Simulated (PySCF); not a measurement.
Correlation energy of Ca(2+) (calcium, charge +2)

[Ar], closed-shell 1S. All numbers are calculated (PySCF 2.14, scalar relativity by spin-free X2C-1e, in x2c-TZVPPall with one added diffuse shell each of s, p, d type (7s6p4d, 45 functions)). Frozen: [Ne]; 8 electrons correlated.

```json
{"level": "CCSD", "correlation energy (mhartree)": "-176.99"}
{"level": "(T)", "correlation energy (mhartree)": "-2.26"}
{"level": "CCSD(T)", "correlation energy (mhartree)": "-179.25"}
{"level": "CCSDT", "correlation energy (mhartree)": "-179.47"}
```

Diagnostics: T1 = 0.00086, D1 = 0.0015, largest double amplitude 0.025.

Cost of the coupled-cluster step: about 0.3 core-seconds, for 8 correlated electrons.

This basis was not built for core-valence correlation, so the inner-shell part is incomplete.
